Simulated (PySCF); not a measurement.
Radial density of Xe+ (xenon, charge +1)

UHF, [Kr] 4d10 5s2 5p4 6s1, high-spin 4P determinant (an excited configuration). All numbers are calculated (PySCF 2.14, the spin-free X2C one-electron Hamiltonian (Gaussian nucleus), in aug-cc-pVQZ-DK3 (9s8p6d3f2g, 102 functions)).

```tsv
r (bohr)	4πr²ρ (e/bohr)	4πr²(ρα − ρβ)
0.0248	66.64	0.0181
0.0418	62.50	0.0471
0.0703	88.05	0.0520
0.118	75.43	-0.0127
0.199	72.47	0.1031
0.335	52.39	0.0049
0.563	27.14	0.2755
0.946	19.23	-0.0132
1.59	5.488	1.2234
2.68	1.777	0.7100
4.50	0.3424	0.3070
7.58	0.04945	0.0494
12.7	8.659e-05	0.0001
```

Densities and radii are taken from the X2C orbitals without a picture-change correction, which distorts them close to the nucleus.

The outer electron is Rydberg-like, and this basis confines it to a smaller radius and binds it less than a complete one would.

(1) Where is the radial spin density 4πr²(ρα − ρβ) most negative, and why is it negative at all?

Results:

(1) Around r = 0.946 bohr, down to -0.0132 e/bohr: exchange with the open shell polarises the paired shells in an unrestricted calculation.
